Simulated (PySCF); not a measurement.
AlI$_{3}$, singlet, at a GFN2-xTB geometry (such geometries of metal compounds can be far from the true shape) (core potentials on I); DF-R2SCAN/def2-SVP (PySCF).

Input for PySCF:
```python
from pyscf import gto, scf, dft

mol = gto.Mole()
mol.atom = '''
    Al   -0.00000000   -0.00000000   -0.00000000
    I    -2.05711704   -1.44131268   -0.05276184
    I     0.00659413    2.22306763   -1.17039456
    I     2.05052292   -0.78175495    1.22315640
'''
mol.basis = 'def2-svp'
mol.ecp = {'I': 'def2-svp'}
mol.verbose = 4
mol.symmetry = True
mol.build()

mf = dft.RKS(mol)
mf.xc = 'r2scan'
mf.irrep_nelec = {'A1': 36, 'A2': 8, 'B1': 28, 'B2': 16}
mf = mf.density_fit(auxbasis='def2-universal-jkfit')
mf.kernel()
mf.analyze()
```

The log (banner, timings and long lists left out):

```
PySCF version 2.14.0

[INPUT] verbose = 4
[INPUT] num. atoms = 4
[INPUT] num. electrons = 88
[INPUT] charge = 0
[INPUT] spin (= nelec alpha-beta = 2S) = 0
[INPUT] symmetry True subgroup None
[INPUT] Mole.unit = angstrom
[INPUT] Symbol           X                Y                Z      unit          X                Y                Z       unit  Magmom
[...]
nuclear repulsion = 433.378878896226
point group symmetry = D3h, use subgroup C2v
symmetry origin: [ 5.82299339e-09  1.65242497e-16 -1.65242497e-16]
symmetry axis x: [-0.46970501  0.69052319 -0.55004993]
symmetry axis y: [-0.33006054  0.44051788  0.83486767]
symmetry axis z: [0.81880232 0.57369131 0.021001  ]
num. orbitals of irrep A1 = 39
num. orbitals of irrep A2 = 11
num. orbitals of irrep B1 = 28
num. orbitals of irrep B2 = 18
number of shells = 38
number of NR pGTOs = 219
number of NR cGTOs = 96
basis = def2-svp
ecp = {'I': 'def2-svp'}

******** <class 'pyscf.df.df_jk.DFSymAdaptedRKS'> ********
method = DFSymAdaptedRKS
initial guess = minao
damping factor = 0
level_shift factor = 0
DIIS = <class 'pyscf.scf.diis.CDIIS'>
diis_start_cycle = 1
diis_space = 8
diis_damp = 0
SCF conv_tol = 1e-09
SCF conv_tol_grad = None
SCF max_cycles = 50
direct_scf = False
XC library pyscf.dft.libxc version 7.1.2
    S. Lehtola, C. Steigemann, M. J. T. Oliveira, and M. A. L. Marques,  SoftwareX 7, 1–5 (2018)
XC functionals = r2scan
    J. W. Furness, A. D. Kaplan, J. Ning, J. P. Perdew, and J. Sun,  J. Phys. Chem. Lett. 11, 8208–8215 (2020)
    J. W. Furness, A. D. Kaplan, J. Ning, J. P. Perdew, and J. Sun,  J. Phys. Chem. Lett. 11, 9248–9248 (2020)
    J. W. Furness, A. D. Kaplan, J. Ning, J. P. Perdew, and J. Sun,  J. Phys. Chem. Lett. 11, 8208–8215 (2020)
    J. W. Furness, A. D. Kaplan, J. Ning, J. P. Perdew, and J. Sun,  J. Phys. Chem. Lett. 11, 9248–9248 (2020)
radial grids:
    Treutler-Ahlrichs [JCP 102, 346 (1995); DOI:10.1063/1.469408] (M4) radial grids

becke partition: Becke, JCP 88, 2547 (1988); DOI:10.1063/1.454033
pruning grids: <function nwchem_prune>
grids dens level: 3
symmetrized grids: True
atomic radii adjust function: <function treutler_atomic_radii_adjust>
small_rho_cutoff = 0
Freeze 88 electrons in irreps ['A1', 'A2', 'B1', 'B2']
    0 free electrons in irreps
Set gradient conv threshold to 3.16228e-05
Initial guess from minao.
tot grids = 85056
init E= -1041.7947566522
HOMO (B1) = -1.09514900005174  LUMO (A2) = -1.61971933076882  gap/eV = -14.27429

[...]

cycle= 10 E= -1135.3309381317  delta_E= -5.41e-08  |g|= 7.54e-05  |ddm|= 0.0022
HOMO (B1) = 0.0178018583696185  LUMO (A2) = -0.340416134100353  gap/eV = -9.74761

WARN: A1 HOMO -0.26463206201155 > system LUMO -0.340416134100353

WARN: A1 LUMO -0.101814204835748 < system HOMO 0.0178018583696185

WARN: A2 LUMO -0.340416134100353 < system HOMO 0.0178018583696185

WARN: B1 HOMO 0.0178018583696185 > system LUMO -0.340416134100353

WARN: B2 HOMO -0.211896988734042 > system LUMO -0.340416134100353

WARN: B2 LUMO -0.0841727264401193 < system HOMO 0.0178018583696185

cycle= 11 E= -1135.33093813393  delta_E= -2.23e-09  |g|= 9.31e-06  |ddm|= 0.000235
HOMO (B1) = 0.0178024760327693  LUMO (A2) = -0.340415762375657  gap/eV = -9.74761

WARN: A1 HOMO -0.264631904175857 > system LUMO -0.340415762375657

WARN: A1 LUMO -0.101813366810752 < system HOMO 0.0178024760327693

WARN: A2 LUMO -0.340415762375657 < system HOMO 0.0178024760327693

WARN: B1 HOMO 0.0178024760327693 > system LUMO -0.340415762375657

WARN: B2 HOMO -0.211897199957293 > system LUMO -0.340415762375657

WARN: B2 LUMO -0.0841720030400603 < system HOMO 0.0178024760327693

cycle= 12 E= -1135.33093813395  delta_E= -2e-11  |g|= 2.73e-06  |ddm|= 3.98e-05
HOMO (B1) = 0.017802276150614  LUMO (A2) = -0.340415975577911  gap/eV = -9.74762

WARN: A1 HOMO -0.264631426588828 > system LUMO -0.340415975577911

WARN: A1 LUMO -0.101813627370831 < system HOMO 0.017802276150614

WARN: A2 LUMO -0.340415975577911 < system HOMO 0.017802276150614

WARN: B1 HOMO 0.017802276150614 > system LUMO -0.340415975577911

WARN: B2 HOMO -0.211896433648984 > system LUMO -0.340415975577911

WARN: B2 LUMO -0.0841722932208739 < system HOMO 0.017802276150614

Extra cycle  E= -1135.33093813394  delta_E= 3.18e-12  |g|= 4.74e-06  |ddm|= 2.32e-05
converged SCF energy = -1135.33093813394
**** SCF Summaries ****
Total Energy =                       -1135.330938133944983
Nuclear Repulsion Energy =             433.378878896225729
One-electron Energy =                -2754.336765899461625
Two-electron Energy =                 1185.626948869291027
Two-electron Coulomb Energy =         1271.235398605192813
DFT Exchange-Correlation Energy =      -85.608449735901758
HOMO-LUMO gap [eV] =                    -9.747615127194427
Wave-function symmetry = A1
occupancy for each irrep:     A1   A2   B1   B2
                              18    4   14    8
**** MO energy ****
[...]
Dipole moment(X, Y, Z, Debye):  5.65869,  3.96475,  0.14514
```
